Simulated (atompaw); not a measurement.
**What one change does to a pseudopotential (antimony (Sb), PAW (atompaw))**

atompaw 4.2.0.5 input, output lines left out:

```
Sb 51
LDA-PW scalarrelativistic loggrid 1500 logderivrange -4 5 226
5 5 4 0 0 0
5 1 2
0 0 0
c
c
c
c
v
c
c
c
v
c
c
1
2.15 1.90 1.95 1.35
y
3.7
n
y
-0.05
n
custom polynom vanderbiltortho sinc
bessel
2.05
2.05
2.15
2.15
```

All-electron outer shells of the reference configuration (LDA (PW92), scalar-relativistic, ld1.x):

```csv
shell,level (eV),outermost node (bohr),outermost maximum (bohr)
5s,-20.95,0.95,1.86
5p,-12.23,1.04,2.24
```

Change: augmentation sinc compensation charge, radius 1.90 bohr; PAW radius 2.15 bohr; waves and projectors: modrrkj vanderbiltortho.

Cutoffs: the cutoffs (Ry, on a coarse ladder) from which the occupation-weighted sum of valence levels, in a spherical-Bessel basis at the reference potential, stays within 10 and 1 mRy of its value at 400 Ry; they do not see the model core or the augmentation charge, which bear on the density cutoff.

What does the change do?

The potential gets softer (12 Ry and 21 Ry → 10 Ry and 18 Ry); both files keep a bound ghost (d); the range in which the s phases agree narrows (upper end 4.9 → -1.3).

```csv
quantity,base,changed
"cutoff, loose",12 Ry,10 Ry
"cutoff, tight",21 Ry,18 Ry
loose cutoff by channel (10 mRy a level),"s 10 Ry, p 6 Ry","s 8 Ry, p 6 Ry"
bound ghosts,d,d
s: phases at 2.15 bohr within 0.05 rad from the reference energy up to (Ry; the scan ends near 5),4.9,-1.3
p: phases at 2.15 bohr within 0.05 rad from the reference energy up to (Ry; the scan ends near 5),4.2,5.0
lowest overlap eigenvalue by channel,"s 0.06, p 0.42","s 0.09, p 0.00"
```

 A true bound ghost makes a file unfit for plane-wave use even where its test errors are small: the radial tests pick states by their node count and pass the ghost by. The cutoffs see the waves, projectors and local potential, not the compensation charge or the core.
